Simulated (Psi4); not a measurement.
C₄H₅, doublet (typed; the unrestricted solution is spin-contaminated), geometry from GFN2-xTB; SCS-MP2/STO-3G (Psi4).

Psi4 was given this input:
```
memory 2 GB

molecule {
0 2
  C     0.84692229    1.66620199   -0.08747240
  C     0.09879661    0.62624235    0.04234718
  C    -0.68909255   -0.45553461    0.18070429
  C    -0.31450294   -1.74723046   -0.10483390
  H     1.47874189    2.03273611    0.71229901
  H     0.89057657    2.24159017   -1.00409682
  H    -1.69512568   -0.27739734    0.54712238
  H     0.67137918   -1.97107091   -0.46990799
  H    -0.99831246   -2.56393367    0.03011240
}

set basis sto-3g
set reference uhf

energy('scs-mp2')
print_variables()
```

**Question.** Write the output that Psi4 gives for this input, abridged.

**Answer.** 
```
   => Loading Basis Set <=

    Name: STO-3G
    Role: ORBITAL
    Keyword: BASIS

         ---------------------------------------------------------
                                   SCF
               by Justin Turney, Rob Parrish, Andy Simmonett
                          and Daniel G. A. Smith
                              UHF Reference
         ---------------------------------------------------------

  ==> Geometry <==

    Molecular point group: c1
    Full point group: C1

    Geometry (in Angstrom), charge = 0, multiplicity = 2:

       Center              X                  Y                   Z               Mass
    ------------   -----------------  -----------------  -----------------  -----------------
         C            0.853418292002     1.656136493272    -0.090923202172    12.000000000000
         C            0.105292612002     0.616176853272     0.038896377828    12.000000000000
         C           -0.682596547998    -0.465600106728     0.177253487828    12.000000000000
         C           -0.308006937998    -1.757295956728    -0.108284702172    12.000000000000
         H            1.485237892002     2.022670613272     0.708848207828     1.007825032230
         H            0.897072572002     2.231524673272    -1.007547622172     1.007825032230
         H           -1.688629677998    -0.287462836728     0.543671577828     1.007825032230
         H            0.677875182002    -1.981136406728    -0.473358792172     1.007825032230
         H           -0.991816457998    -2.573999166728     0.026661597828     1.007825032230

  Running in c1 symmetry.

  Rotational constants: A =      1.42347  B =      0.14987  C =      0.13937 [cm^-1]
  Rotational constants: A =  42674.50082  B =   4493.11977  C =   4178.08823 [MHz]
  Nuclear repulsion =   96.689282930704337

  Charge       = 0
  Multiplicity = 2
  Electrons    = 29
  Nalpha       = 15
  Nbeta        = 14

  ==> Algorithm <==

  SCF Algorithm Type is PK.
  DIIS enabled.
  MOM disabled.
  Fractional occupation disabled.
  Guess Type is SAD.
  Energy threshold   = 1.00e-08
  Density threshold  = 1.00e-08
  Integral threshold = 1.00e-12

  ==> Primary Basis <==

  Basis Set: STO-3G
    Blend: STO-3G
    Number of shells: 17
    Number of basis functions: 25
    Number of Cartesian functions: 25
    Spherical Harmonics?: true
    Max angular momentum: 1

  ==> Integral Setup <==

  Using in-core PK algorithm.
   Calculation information:
      Number of atoms:                   9
      Number of AO shells:              17
      Number of primitives:             51
      Number of atomic orbitals:        25
      Number of basis functions:        25

      Integral cutoff                 1.00e-12
      Number of threads:                 1

  Performing in-core PK
  Using 105950 doubles for integral storage.
  We computed 11320 shell quartets total.
  Whereas there are 11781 unique shell quartets.

  ==> DiskJK: Disk-Based J/K Matrices <==

    J tasked:                  Yes
    K tasked:                  Yes
    wK tasked:                  No
    Schwarz Cutoff:          1E-12

  Minimum eigenvalue in the overlap matrix is 1.6833947410E-01.
  Reciprocal condition number of the overlap matrix is 7.3337858152E-02.
    Using symmetric orthogonalization.

  ==> Pre-Iterations <==

  SCF Guess: Superposition of Atomic Densities via on-the-fly atomic UHF (no occupation information).

   -------------------------
    Irrep   Nso     Nmo
   -------------------------
     A         25      25
   -------------------------
    Total      25      25
   -------------------------

  ==> Iterations <==

                        Total Energy        Delta E     RMS |[F,P]|

   @UHF iter SAD:  -149.44577816239322   -1.49446e+02   0.00000e+00
   @UHF iter   1:  -152.34499054204042   -2.89921e+00   5.07298e-03 ADIIS/DIIS
   @UHF iter   2:  -152.36963320637759   -2.46427e-02   2.95199e-03 ADIIS/DIIS
   @UHF iter   3:  -152.38234614183148   -1.27129e-02   1.98212e-03 ADIIS/DIIS
   @UHF iter   4:  -152.38965635338209   -7.31021e-03   1.15100e-03 ADIIS/DIIS
   @UHF iter   5:  -152.39278316180591   -3.12681e-03   6.73516e-04 ADIIS/DIIS
   @UHF iter   6:  -152.39356762125965   -7.84459e-04   6.40451e-04 ADIIS/DIIS
   @UHF iter   7:  -152.39461429316680   -1.04667e-03   6.19012e-04 ADIIS/DIIS
   @UHF iter   8:  -152.39726458104712   -2.65029e-03   5.02538e-04 ADIIS/DIIS
   @UHF iter   9:  -152.39845215327466   -1.18757e-03   4.64319e-04 ADIIS/DIIS
   @UHF iter  10:  -152.39879879070696   -3.46637e-04   2.69762e-04 ADIIS/DIIS
   @UHF iter  11:  -152.39920916938482   -4.10379e-04   4.55161e-05 DIIS
   @UHF iter  12:  -152.39921753525857   -8.36587e-06   1.75572e-05 DIIS
   @UHF iter  13:  -152.39921887521126   -1.33995e-06   1.83823e-06 DIIS
   @UHF iter  14:  -152.39921888064424   -5.43298e-09   1.19864e-06 DIIS
   @UHF iter  15:  -152.39921888592019   -5.27595e-09   5.34626e-07 DIIS
   @UHF iter  16:  -152.39921888694312   -1.02293e-09   2.29206e-07 DIIS
   @UHF iter  17:  -152.39921888717868   -2.35559e-10   4.89889e-08 DIIS
   @UHF iter  18:  -152.39921888718914   -1.04592e-11   1.04686e-08 DIIS
   @UHF iter  19:  -152.39921888718956   -4.26326e-13   1.55883e-09 DIIS
  Energy and wave function converged.

  ==> Post-Iterations <==

   @Spin Contamination Metric:   5.630624216E-01
   @S^2 Expected:                7.500000000E-01
   @S^2 Observed:                1.313062422E+00
   @S   Expected:                5.000000000E-01
   @S   Observed:                5.000000000E-01

    Orbital Energies [Eh]
    ---------------------

    Alpha Occupied:

[...]
    Alpha Virtual:

[...]
      25A      1.303139

    Beta Occupied:

[...]
    Beta Virtual:

[...]
    Final Occupation by Irrep:
              A
    DOCC [    14 ]
    SOCC [     1 ]
    NA   [    15 ]
    NB   [    14 ]

  @UHF Final Energy:  -152.39921888718956

   => Energetics <=

    Nuclear Repulsion Energy =             96.6892829307043371
[...]
    Total Energy =                       -152.3992188871895621
  DIE_IF_NOT_CONVERGED          => (empty)
[...]
  E_CONVERGENCE                 => 1e-06           !
  FREEZE_CORE                   => (empty)
  FREEZE_CORE_POLICY            => (empty)
  FROZEN_DOCC                   => (empty)
  FROZEN_UOCC                   => (empty)
  INTEGRAL_PACKAGE              => (empty)
  IP_POLES                      => (empty)
  LEVEL_SHIFT                   => (empty)
  LITERAL_CFOUR                 => (empty)
  LS_THC_BASIS_TOLERANCE        => (empty)
  LS_THC_DF                     => (empty)
  LS_THC_PRUNING_SCHEME         => (empty)
  LS_THC_RADIAL_POINTS          => (empty)
  LS_THC_SPHERICAL_POINTS       => (empty)
  LS_THC_S_EPSILON              => (empty)
  LS_THC_WEIGHTS_TOLERANCE      => (empty)
  MAT_NUM_COLUMN_PRINT          => (empty)
  MAX_MOGRAD_CONVERGENCE        => (empty)
  MAX_RADIAL_MOMENT             => (empty)
  MBIS_D_CONVERGENCE            => (empty)
  MBIS_MAXITER                  => (empty)
  MBIS_PRUNING_SCHEME           => (empty)
  MBIS_RADIAL_POINTS            => (empty)
  MBIS_SPHERICAL_POINTS         => (empty)
  MOGRAD_DAMPING                => (empty)
  MOLDEN_WITH_VIRTUAL           => (empty)
  MO_MAXITER                    => (empty)
  MO_READ                       => (empty)
  MO_STEP_MAX                   => (empty)
  MO_WRITE                      => (empty)
  MP2_OS_SCALE                  => (empty)
  MP2_SOS_SCALE                 => (empty)
  MP2_SOS_SCALE2                => (empty)
  MP2_SS_SCALE                  => (empty)
  MP2_TYPE                      => (empty)
  MP_TYPE                       => (empty)
  NAT_ORBS                      => (empty)
  NUM_FROZEN_DOCC               => (empty)
  NUM_FROZEN_UOCC               => (empty)
  NUM_GPUS                      => (empty)
  OCC_ORBS_PRINT                => (empty)
  OEPROP                        => (empty)
  OPT_METHOD                    => (empty)
  ORBITAL_OPTIMIZER_PACKAGE     => (empty)
  ORB_OPT                       => FALSE           !
  ORB_RESP_SOLVER               => (empty)
  ORTH_TYPE                     => (empty)
  OS_SCALE                      => (empty)
  PARENT_SYMMETRY               => (empty)
  PCG_BETA_TYPE                 => (empty)
  PCG_CONVERGENCE               => (empty)
  PCG_MAXITER                   => (empty)
  PCM                           => (empty)
  PE                            => (empty)
  PRINT                         => (empty)
  PRINT_NOONS                   => (empty)
  PROPERTIES                    => (empty)
  PROPERTIES_ORIGIN             => (empty)
  PUREAM                        => (empty)
  QC_MODULE                     => (empty)
  RAS1                          => (empty)
  RAS2                          => (empty)
  RAS3                          => (empty)
  RAS4                          => (empty)
  RELATIVISTIC                  => (empty)
  RELAXED                       => (empty)
  REMP_A                        => (empty)
  RESTRICTED_DOCC               => (empty)
  RESTRICTED_UOCC               => (empty)
  RMS_MOGRAD_CONVERGENCE        => (empty)
  R_CONVERGENCE                 => (empty)
  SCF_TYPE                      => (empty)
  SCREENING                     => (empty)
  SCS_TYPE                      => (empty)
  SOCC                          => (empty)
  SOS_TYPE                      => (empty)
  SPIN_SCALE_TYPE               => SCS             !
  SS_SCALE                      => (empty)
  SYMMETRIZE                    => (empty)
  TPDM_ABCD_TYPE                => (empty)
  WFN                           => (empty)
  WFN_TYPE                      => OMP2            !
  WRITER_FILE_LABEL             => (empty)
  ZORA_BASIS_TOLERANCE          => (empty)
  ZORA_NR_DEBUG                 => (empty)
  ZORA_PRUNING_SCHEME           => (empty)
  ZORA_RADIAL_POINTS            => (empty)
  ZORA_SPHERICAL_POINTS         => (empty)

 ==============================================================================
 ==============================================================================
 ==============================================================================

                             MP2
                    Program Written by Ugur Bozkaya,
              Additional Contributions by J. P. Misiewicz

 ==============================================================================
 ==============================================================================
 ==============================================================================

	MO spaces per irreps...

	IRREP   FC   AOCC  BOCC  AVIR    BVIR  FV
	==========================================
	   A     0    15    14    10     11     0
	==========================================

	Computing MP2 energy using SCF MOs (Canonical MP2)...
	==============================================================================
	Nuclear Repulsion Energy (a.u.)    :    96.68928293070434
	SCF Energy (a.u.)                  :  -152.39921888718956
	REF Energy (a.u.)                  :  -152.39921888718956
	Alpha-Alpha Contribution (a.u.)    :    -0.01473291682160
	Alpha-Beta Contribution (a.u.)     :    -0.14425159896530
	Beta-Beta Contribution (a.u.)      :    -0.01380318082138
	Scaled_SS Correlation Energy (a.u.):    -0.00951203254766
	Scaled_OS Correlation Energy (a.u.):    -0.17310191875837
	SCS-MP2 Total Energy (a.u.)        :  -152.58183283849559
	SOS-MP2 Total Energy (a.u.)        :  -152.58674596584447
	SCSN-MP2 Total Energy (a.u.)       :  -152.44944241904122
	SCS-MP2-VDW Total Energy (a.u.)    :  -152.59812898268660
	SOS-PI-MP2 Total Energy (a.u.)     :  -152.60117112574099
	MP2 Correlation Energy (a.u.)      :    -0.17278769660829
	MP2 Total Energy (a.u.)            :  -152.57200658379784
	==============================================================================

  Variable Map:
  ----------------------------------------------------------------------------
[...]
  Array Variable Map:
  ----------------------------------------------------------------------------
[...]
[...]
```
